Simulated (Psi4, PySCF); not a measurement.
Internal rotation in SMILES O([SiH3])/C=C\C=C (C4H8OSi), singlet. Scanned: dihedral C3–C4–O5–Si6; all other coordinates were relaxed at GFN2-xTB. Points at φ and −φ are mirror images. Heavy atoms are numbered in the order of the SMILES C=C/C=C\O[SiH3], hydrogens after them in the order of the atoms that carry them; the mirror image has the same energies with the sign of each dihedral reversed.

Computed with: RHF/STO-3G = restricted Hartree-Fock/STO-3G // GFN2-xTB (PySCF); PBE-D3(BJ)/def2-TZVP // GFN2-xTB (Psi4).

Energies relative to the lowest point of each profile, in kcal/mol:

```tsv
φ / °	RHF/STO-3G
-150	0.2
-120	1.4
-90	2.5
-60	3.5
-30	3.6
0	3.9
30	3.6
60	3.5
90	2.5
120	1.4
150	0.2
180	0.0
```

Task: Estimate the PBE-D3(BJ)/def2-TZVP values at these points.

Result: -150: 0.2; -120: 1.0; -90: 1.5; -60: 1.4; -30: 1.1; 0: 1.2; 30: 1.1; 60: 1.4; 90: 1.5; 120: 1.0; 150: 0.2; 180: 0.0 (kcal/mol).
